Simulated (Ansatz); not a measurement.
The cluster FeGe₁₀ (the lowest singlet isomer of a short search), 11 atoms. Hardware: 2 threads of AMD EPYC 7R13 on a shared host and a share (18 GiB) of an NVIDIA H100 80GB HBM3.

Correlated methods freeze 95 core orbitals; core or outer-core shells of Fe, Ge are correlated, in sets that lack core-valence functions. Single mean-field runs in def2-TZVP are fitted with def2-universal-jkfit.

Question: How many basis functions does each of these Ansatz runs have, and roughly what does it cost? BHLYP-D4/def2-TZVP, charge 0 singlet, energy, from earlier orbitals; PBE-D4/def2-SVP, charge 0 singlet, energy, from earlier orbitals; r2SCAN-D4/def2-TZVP, charge 0 singlet, energy, from earlier orbitals; RPA@PBE/def2-TZVP, charge 0 singlet, energy, from earlier orbitals; PBE0-D4/def2-SVP, charge 0 singlet, energy with a search over starts; MP2/def2-TZVP, charge 0 singlet, energy, from earlier orbitals; PBE-D4/def2-SVP, charge 0 singlet, relaxation, 9 steps; PBE0-D4/def2-TZVP, charge 0 singlet, energy, from earlier orbitals; PBE0-D4/def2-SVP, charge 0 singlet, energy, from earlier orbitals; PBE-D4/def2-TZVP, charge 0 singlet, energy and forces, from earlier orbitals.

Answer: Other jobs shared the machine, so times can vary by a factor of up to 3.

| run | functions | fitting or Cholesky vectors | wall time | peak host memory (GiB) |
| --- | --- | --- | --- | --- |
| r2SCAN-D4/def2-TZVP, charge 0 singlet, energy, from earlier orbitals | 525 | 2924 | 11 s | 1 |
| PBE-D4/def2-SVP, charge 0 singlet, energy, from earlier orbitals | 351 | 3890 | 12 s | 1 |
| PBE0-D4/def2-TZVP, charge 0 singlet, energy, from earlier orbitals | 525 | 2924 | 13 s | 1 |
| PBE-D4/def2-TZVP, charge 0 singlet, energy and forces, from earlier orbitals | 525 | 2924 | 15 s | 1.1 |
| PBE0-D4/def2-SVP, charge 0 singlet, energy, from earlier orbitals | 351 | 3495 | 20 s | 1 |
| RPA@PBE/def2-TZVP, charge 0 singlet, energy, from earlier orbitals | 525 | 3678 | 21 s | 3.8 |
| PBE0-D4/def2-SVP, charge 0 singlet, energy with a search over starts | 351 | 3495 | 21 s | 1 |
| BHLYP-D4/def2-TZVP, charge 0 singlet, energy, from earlier orbitals | 525 | 2924 | 24 s | 1 |
| PBE-D4/def2-SVP, charge 0 singlet, relaxation, 9 steps | 351 | 3890 | 51 s | 1.1 |
| MP2/def2-TZVP, charge 0 singlet, energy, from earlier orbitals | 525 | 3678 | 93 s | 1.2 |
